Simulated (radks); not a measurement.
Species: La XXXI. Configuration: [Ar] 3d9 (the NIST ground configuration).

All-electron calculation, Dirac Kohn-Sham, relativistic LDA (MacDonald-Vosko exchange, VWN5 correlation), spin-unpolarised, spherical densities, finite nucleus; open shells fill j = l - 1/2 first; Fermi nuclear charge, rms radius 4.855 fm. Program: a radial shooting solver on a logarithmic mesh with Libxc functionals.

Energy parts (eV):
part                      energy
total                 -217023.51
kinetic                232214.83
electron-nucleus      -495823.65
Hartree                 50561.16
exchange-correlation    -3975.86

Orbitals (lengths in bohr, moments of r in powers of bohr; r(90%) holds 90 % of the orbital's charge):
| orbital | occ. | eigenvalue (eV) | r(90%) | small-component weight |
|---|---|---|---|---|
| 1s1/2 | 2 | -39616.49 | 0.0453 | 4.41e-02 |
| 2s1/2 | 2 | -7236.000 | 0.166 | 9.62e-03 |
| 2p1/2 | 2 | -6902.433 | 0.148 | 9.65e-03 |
| 2p3/2 | 4 | -6490.897 | 0.156 | 9.10e-03 |
| 3s1/2 | 2 | -2328.094 | 0.408 | 3.09e-03 |
| 3p1/2 | 2 | -2188.336 | 0.400 | 3.04e-03 |
| 3p3/2 | 4 | -2102.843 | 0.415 | 2.89e-03 |
| 3d3/2 | 4 | -1862.045 | 0.383 | 2.77e-03 |
| 3d5/2 | 5 | -1843.085 | 0.388 | 2.73e-03 |
| 4s1/2 | 0 | -1110.240 | 0.792 | 1.33e-03 |
| 4p1/2 | 0 | -1053.404 | 0.799 | 1.29e-03 |
| 4p3/2 | 0 | -1025.809 | 0.820 | 1.25e-03 |

The highest occupied level is 3d5/2 at -1843.1 eV. For comparison, the ionisation energy in NIST's Atomic Spectra Database is 1884 eV (theoretical). In exact Kohn-Sham theory the highest level is minus the ionisation energy, but local and semilocal functionals leave it too shallow, through self-interaction and a potential that decays too fast; potentials with the right tail come closer. The density falls to 0.001 e/bohr^3 at r = 0.88 bohr. Summed over all electrons, <r^2> = 1.444 bohr^2, which gives a Langevin (diamagnetic) susceptibility term of -1.14 x 10^-6 cm^3/mol.

Beside tabulated values, note that spin-unpolarised runs miss the spin-polarisation part of the exchange energy of open shells.
